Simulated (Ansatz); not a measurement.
`OC1=C[SiH]1S` and `OC1=C[SiH]1Cl` differ in one atom or group.

Ansatz, PBE0-D4/def2-TZVP geometries, multiplicity 1. Each molecule was computed in one conformer, which needn't be the lowest.

```
                             property  `OC1=C[SiH]1S`
    LUMO energy (PBE/def2-TZVPP) / eV           -0.82
   LUMO energy (PBE0/def2-TZVPP) / eV            0.11
 HOMO–LUMO gap (PBE0/def2-TZVPP) / eV            7.34
   HOMO energy (PBE0/def2-TZVPP) / eV           -7.23
HOMO energy (ωB97M-V/def2-TZVPP) / eV           -9.36
HOMO–LUMO gap (B3LYP/def2-TZVPP) / eV            6.88
```

Problem. Give the same properties after the change, and the shifts. (Best estimate.)

Solution. Computed: 
| property | `OC1=C[SiH]1Cl` | shift |
| --- | --- | --- |
| LUMO energy (PBE/def2-TZVPP) / eV | -0.93 | -0.11 |
| LUMO energy (PBE0/def2-TZVPP) / eV | -0.01 | -0.12 |
| HOMO–LUMO gap (PBE0/def2-TZVPP) / eV | 7.73 | 0.39 |
| HOMO energy (PBE0/def2-TZVPP) / eV | -7.74 | -0.51 |
| HOMO energy (ωB97M-V/def2-TZVPP) / eV | -9.90 | -0.54 |
| HOMO–LUMO gap (B3LYP/def2-TZVPP) / eV | 7.23 | 0.35 |

With PBE0 the HOMO falls by 0.51 eV and the LUMO falls by 0.12 eV, so the gap widens by about 0.39 eV. PBE moves the HOMO by -0.52 eV and ωB97M-V by -0.54 eV.

B3LYP here is the variant with VWN-RPA as its local correlation; programs differ in this.
